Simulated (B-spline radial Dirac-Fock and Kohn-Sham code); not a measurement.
**Mg⁺ 3s: cross section and angular parameters**

System: magnesium as Mg⁺ in the configuration 1s2 2s2 2p6 3s1; threshold 15.05 eV (orbital energy of the model). Level of theory: Dirac-Hartree-Slater photoionisation with a Latter tail; cross sections with all multipoles, angular parameters from the dipole term and its interference with E2; an atomic code on a B-spline grid.

For linearly polarised light dσ/dΩ = σ/(4π) [1 + β P₂(cos θ) + (δ + γ cos²θ) sin θ cos φ], with θ from the polarisation vector and φ the angle between the beam and the projection of the electron momentum on the plane normal to the polarisation.

| hν (eV) | σ (kb) | β | γ |
| --- | --- | --- | --- |
| 50.6 | 102 | 2.000 | 0.105 |
| 60 | 81.1 | 2.000 | 0.087 |
| 66.7 | 70.0 | 2.000 | 0.074 |
| 118 | 29.7 | 2.000 | 0.002 |
| 150 | 20.6 | 2.000 | -0.018 |
| 160 | 18.7 | 2.000 | -0.023 |
| 171 | 16.9 | 2.000 | -0.026 |
| 200 | 13.3 | 2.000 | -0.031 |
| 206 | 12.7 | 2.000 | -0.032 |
| 231 | 10.6 | 2.000 | -0.031 |
| 257 | 8.87 | 2.000 | -0.027 |
| 351 | 5.13 | 2.000 | 0.007 |
| 386 | 4.29 | 2.000 | 0.024 |
| 484 | 2.77 | 2.000 | 0.074 |
| 600 | 1.79 | 2.000 | 0.134 |
| 822 | 0.923 | 2.000 | 0.240 |
| 1000 | 0.602 | 2.000 | 0.319 |
| 1380 | 0.288 | 2.000 | 0.475 |
| 1486.9 | ? | ? | ? |
| 1800 | 0.152 | 2.000 | 0.627 |
| 2000 | 0.117 | 2.000 | 0.692 |
| 2620 | 0.0591 | 2.000 | 0.874 |
| 2650 | 0.0574 | 2.000 | 0.882 |
| 3020 | 0.0409 | 2.000 | 0.978 |
| 3090 | 0.0385 | 2.000 | 0.995 |
| 5414.7 | 0.00844 | 2.000 | 1.479 |
| 6010 | 0.00630 | 2.000 | 1.583 |
| 7260 | 0.00368 | 2.000 | 1.784 |
| 10200 | 0.00137 | 2.000 | 2.190 |
| 15000 | 0.000433 | 1.999 | 2.730 |

**Question.** Give the values at Al Kα (taken as 1486.9 eV).

**Answer.** σ = 0.241 kb, β = 2.000, γ = 0.516. For an s subshell δ is negligible.

Values without a named source are computed, but for edge energies of neutral atoms, which are taken from tables.
